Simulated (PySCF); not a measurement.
[AuCl2]- (charge -1 and singlet state).
Z-matrix (Å and degrees, PBE0-D3(BJ)/def2-SVP geometry), rows numbered from 1:
```
Au
Cl  1  2.3148
Cl  1  2.3148  2  179.94
```

The closed-shell ground state was solved at several levels (PySCF, density fitting, gas phase). Atoms past krypton carry effective core potentials; spin–orbit coupling is left out. The geometry's basis has no diffuse functions, a weakness for an anion. No diffuse functions stand in pcSseg-1 (def2-TZVP on Au), which bears on an anion's orbital energies.

```tsv
level	basis functions	HOMO (eV)	LUMO (eV)	gap (eV)
wB97X-D/def2-SVPD	89	-4.61	5.11	9.72
KT2/pcSseg-1 (def2-TZVP on Au)	88	-1.31	3.05	4.36
```

Estimate the row for PBE0/pcSseg-1 (def2-TZVP on Au), a basis of 88 functions; the other rows only guide the guess.

HOMO -2.56 eV, LUMO 4.06 eV, gap 6.62 eV.

Over all these levels, which gives the widest orbital gap and which the narrowest?

wB97X-D/def2-SVPD (range-separated hybrid) has the widest, 9.72 eV, and KT2/pcSseg-1 (def2-TZVP on Au) (GGA) the narrowest, 4.36 eV. Functional and basis both differ between the two, so the spread mixes both effects.
